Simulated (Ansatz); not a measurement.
Mulliken charges of CH5GeNS, SMILES `[NH2][GeH2][CH]=S` from B3LYP/def2-TZVPP in Ansatz (PBE0-D4/def2-TZVP geometry).

| atom | x (Å) | y (Å) | z (Å) | charge (e) |
| --- | --- | --- | --- | --- |
| N1 | -0.680 | 0.949 | -1.229 | -0.394 |
| Ge2 | 0.633 | -0.028 | -0.390 | 0.317 |
| C3 | 0.058 | -0.709 | 1.370 | -0.145 |
| S4 | -0.084 | -2.272 | 1.720 | -0.152 |
| H5 | -1.550 | 0.454 | -1.365 | 0.129 |
| H6 | -0.876 | 1.846 | -0.809 | 0.127 |
| H7 | 0.969 | -1.245 | -1.257 | 0.004 |
| H8 | 1.823 | 0.929 | -0.190 | -0.009 |
| H9 | -0.205 | 0.030 | 2.134 | 0.122 |

Q: By hand: the dipole of these point charges (1 e Å = 4.8032 D).

A: Σ q r = (0.124, 0.349, -0.121) e Å, of length 0.390 e Å = 1.87 D.

Q: How does the dipole of the full density compare? (Estimate.)

A: Computed: (-0.139, 0.376, 0.025) e Å, 1.93 D; the point charges give 0.97 times that, at 45° from its direction.

Point charges leave out the atoms' own dipoles, such as those of lone pairs, and Mulliken's split depends on the basis, so the two needn't agree.

B3LYP here is the variant with VWN-RPA as its local correlation; programs differ in this.
